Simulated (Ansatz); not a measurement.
Ansatz results at the PBE0-D4/def2-TZVP geometry: zero-point energy (PBE0-D4/def2-TZVP) 94.1 kJ/mol; size of the dipole moment (ωB97M-V/def2-TZVPP) 2.18 D; size of the dipole moment (B3LYP/def2-TZVPP) 2.20 D.

Each molecule was computed in one conformer, which needn't be the lowest.

Problem. Which molecule gave them?
A. `O=[C](O)[GeH3]`
B. `OC(O)(Br)I`
C. `[CH2]1[GaH][GaH]1`
D. `B[AsH]CO`

Solution. B. The others give `[CH2]1[GaH][GaH]1`: 95.6, 0.14, 0.11; `O=[C](O)[GeH3]`: 123.6, 1.46, 1.43; `B[AsH]CO`: 185.6, 2.03, 2.10.

B3LYP here is the variant with VWN-RPA as its local correlation; programs differ in this.
